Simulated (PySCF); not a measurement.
Predicted microwave data (PBE0-D3(BJ)/def2-SVP geometry optimisation, gas phase (PySCF 2.14.0)) for one isomer of C5H6F2:

- Rotational constants: A = 4713, B = 1884, C = 1357 MHz
- Dipole components: |μa| = 0.70 D, |μb| = 0.18 D, |μc| = 0.01 D
- Inertial defect: -3.15 u·Å²
- κ: -0.69

Task: Which candidate fits, each taken in the one conformer that was computed?
A. `[CH2:1]=[C:2]([F:3])[CH2:4][C:5](=[CH2:6])[F:7]` with C1–C2–C4–C5 -119°, C2–C4–C5–C6 -118°
B. `[CH:1]#[C:2][C@H:3]([F:4])[CH2:5][CH2:6][F:7]` with C2–C3–C5–C6 -177°, C3–C5–C6–F7 61°
C. `[CH2:1]=[C:2]([F:3])/[C:4]([F:5])=[CH:6]/[CH3:7]` with C1–C2–C4–F5 0°

Result: C. It is C=C(F)/C(F)=C/C, an asymmetric top. The candidates at the same level (rigid rotor, commonest isotopes):

```csv
SMILES,A (MHz),B (MHz),C (MHz),μa (D),μb (D),μc (D),Δ (u·Å²),point group,rotor
C#C[C@H](F)CCF,5511,1416,1286,0.45,1.44,1.32,-55.83,C1,near-prolate asymmetric top
C=C(F)/C(F)=C/C,4713,1884,1357,0.70,0.18,0.01,-3.15,near Cs,asymmetric top
C=C(F)CC(=C)F,4649,1783,1559,0.00,0.00,1.74,-68.06,C2,asymmetric top
```

`C=C(F)CC(=C)F` has C 15 % too high; `C#C[C@H](F)CCF` has B 25 % too low. No structure here is proved a minimum.
